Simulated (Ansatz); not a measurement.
Input for Ansatz (a program for electronic structure): R-B2PLYP/def2-TZVPP on C2H5BO (SMILES C=CBO).

Ansatz 0.2 input:
```yaml
crystal:
  periodic: [false, false, false]
  atoms:
    - {symbol: C, position_ang: [1.61703907, -0.07310568, -0.01827362]}
    - {symbol: C, position_ang: [0.38375408, -0.41675216, -0.39930490]}
    - {symbol: B, position_ang: [-0.86812807, 0.24696018, 0.21480392]}
    - {symbol: O, position_ang: [-2.09899352, -0.14551010, -0.21323075]}
    - {symbol: H, position_ang: [1.77672283, 0.68770988, 0.73889580]}
    - {symbol: H, position_ang: [2.50975011, -0.52618223, -0.43590721]}
    - {symbol: H, position_ang: [0.27163454, -1.18466745, -1.16187164]}
    - {symbol: H, position_ang: [-0.76702057, 1.09615038, 1.05672736]}
    - {symbol: H, position_ang: [-2.82475847, 0.31539718, 0.21816105]}
basis:
  gaussian:
    orbitals: def2-TZVPP
hamiltonian:
  xc: {name: B2PLYP}
magnetization: {spin_polarized: false}
correlation: {electrons: outside_noble_gas}
scf: {lower_state_search: off}
```

The log:

```
WARN ansatz: RAYON_NUM_THREADS=1 ignored (pool sized by the plan → 1); use --threads N
Functional definition: B2PLYP
these checks for a lower state are left out or cut short: stability, starts, cluster_reference, orbital_swaps, neighbouring_geometries, increment
integrals: 0.29 GiB planned
1163 factors; integrals over basis functions are off by at most 8.4e-4 eV
mean field: 0.77 GiB planned
mean field evaluation 1: about -4866.1649 eV, gradient 5.3e1 eV
mean field evaluation 2: about -4866.1645 eV, gradient 5.3e1 eV
mean field evaluation 4: about -4871.5772 eV, gradient 6.6e0 eV
mean field evaluation 8: about -4871.6567 eV, gradient 2.0e-1 eV
mean field evaluation 16: about -4871.6568 eV, gradient 1.1e-5 eV
mean field -4871.65684654 eV, -179.0300869828 hartree, gradient 1.9e-6 eV, S^2 0.000000; 0 other end points of the search recorded, 0 dependent functions left out
4 core orbitals not correlated
reference -4871.65699937 eV, -179.0300925992 hartree; 11, 11 occupied and 179, 179 virtual orbitals, 1163 factors
second order -21.82939926 eV of doubles, -0.00000000 eV of singles
Total energy: -4877.55093717 eV, -179.2466908183 hartree
Checks for a lower state left out: stability, starts, cluster_reference, orbital_swaps, neighbouring_geometries, increment
```

The calculation finished and met its thresholds.

Cost: around 3 core-seconds (rough).
